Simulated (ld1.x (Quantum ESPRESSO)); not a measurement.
Which change was made? (Ti, TM)

| Property | Result |
| --- | --- |
| Element | Ti |
| Generator | ld1.x (Quantum ESPRESSO) 7.5 |
| Type | norm-conserving Troullier–Martins (Kleinman–Bylander form) |
| Functional | PBE |
| Relativity | scalar-relativistic |
| Frozen core | [Ne] 3s2 |
| Valence charge | 10 |
| Reference configuration | 3p6 3d2 4s0.5 4p0 (charge +1.5) |
| Partial waves | 3p (bound): rc 1.40 bohr; 3d (bound): rc 2.25 bohr; 4s (bound): rc 2.35 bohr |
| Local potential | the s channel |
| Core correction | a·sin(br)/r model core inside 1.25 bohr |

Cutoffs, loose and tight: the cutoffs (Ry, on a coarse ladder) from which the occupation-weighted sum of valence levels, in a spherical-Bessel basis at the reference potential, stays within 10 and 1 mRy of its value at 400 Ry. They do not see the model core or the augmentation charge, which bear on the density cutoff. Test errors are all-electron minus pseudo excitation energies from the reference, over the configurations 3p6 3d2 4s2 4p0; 3p6 3d2 4s1 4p0; 3p6 3d2 4s0 4p0; 3p6 3d3 4s1 4p0; 3p5 3d2 4s2 4p0; 3p6 3d3 4s0 4p0; 3p6 3d2 4s1 4p1; variants that change the core or the reference have their own tests.

The base gives: outcome: generated; cutoff, loose: 45 Ry; cutoff, tight: 80 Ry; bound ghosts: none; largest test error (meV): -661.

Q: After one change the result is: outcome: generated; cutoff, loose: 80 Ry; cutoff, tight: 110 Ry; bound ghosts: none; largest test error (meV): -397. Which change was it?
A. all radii but the core radius scaled by about 0.74 (s 1.74, p 1.04, d 1.66 bohr)
B. all radii but the core radius scaled by about 0.90 (s 2.12, p 1.26, d 2.02 bohr)
C. all radii but the core radius scaled by about 0.81 (s 1.90, p 1.14, d 1.82 bohr)

A: C. The others give: all radii but the core radius scaled by about 0.90 (s 2.12, p 1.26, d 2.02 bohr) → outcome: generated; cutoff, loose: 60 Ry; cutoff, tight: 90 Ry; bound ghosts: none; largest test error (meV): -509 | all radii but the core radius scaled by about 0.74 (s 1.74, p 1.04, d 1.66 bohr) → outcome: generated; cutoff, loose: 90 Ry; cutoff, tight: 160 Ry; bound ghosts: s (extra level of the local part); largest test error (meV): +507.
